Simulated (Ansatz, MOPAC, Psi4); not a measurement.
Dimer: SiH4 (SMILES [SiH4]) (first 5 atoms) with C2H4 (SMILES C=C); geometry from B3LYP-D3(BJ)/def2-TZVP, rigid monomers moved along the line of their centres of mass till Si1···C7 is 3.32 Å.
(charge 0, multiplicity 1):
```xyz
11

Si    -0.12316    -0.18565    -0.10546
H     -1.16260     0.76681     0.34193
H     -0.18361    -0.31358    -1.58152
H     -0.35964    -1.51124     0.50652
H      1.21492     0.31393     0.27995
C      0.30846    -0.49953     3.17383
C     -0.15026     0.74006     3.08443
H      1.34584    -0.73842     2.97352
H     -0.33502    -1.32694     3.44677
H     -1.18847     0.97886     3.28023
H      0.49275     1.56640     2.80703
```

Interaction energies are E(AB) − E(A) − E(B) at the monomers' geometry in the complex; basis-set methods are counterpoise corrected.

Correlated levels freeze the cores. The state that PM6 reach isn't checked.

Codes used: Ansatz (Gaussian orbitals); MOPAC for PM6 (differences of heats of formation); Psi4 for SAPT. Each number belongs to the level named beside it.

### Question
Predict the interaction energy from PM6.

### Answer
-1.0 kcal/mol

Ansatz is a quantum-chemistry and plane-wave program.
